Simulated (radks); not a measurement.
Coulomb parameter of the 4f shell of the gadolinium ion Gd2+ in the model configuration [Xe] 4f6 5d1 6s1, as a second difference U = [E(n + 0.25) + E(n - 0.25) - 2 E(n)] / (0.25)^2 with all orbitals relaxed. "Bare": the charge of the atom changes with n. "Screened": the 6s shell takes up the change at fixed total charge, which measures U(4f,4f) + U(6s,6s) - 2 U(4f,6s). All-electron calculation, scalar-relativistic Kohn-Sham, SCAN, spin-unpolarised, spherical densities, finite nucleus; meta-GGA in the generalised Kohn-Sham scheme; Fermi nuclear charge, rms radius 5.1569 fm. Program: a radial shooting solver on a logarithmic mesh with Libxc functionals.

case	configuration	E - E(n) (eV)
start	[Xe] 4f6 5d1 6s1	0.000
bare +0.25	[Xe] 4f6.25 5d1 6s1	-7.463
bare -0.25	[Xe] 4f5.75 5d1 6s1	8.605
screened +0.25	[Xe] 4f6.25 5d1 6s0.75	-3.561
screened -0.25	[Xe] 4f5.75 5d1 6s1.25	4.063

U(bare) = 18.278 eV, U(screened by 6s) = 8.039 eV, against the Slater integral F0(4f,4f) = 31.068 eV with frozen orbitals.
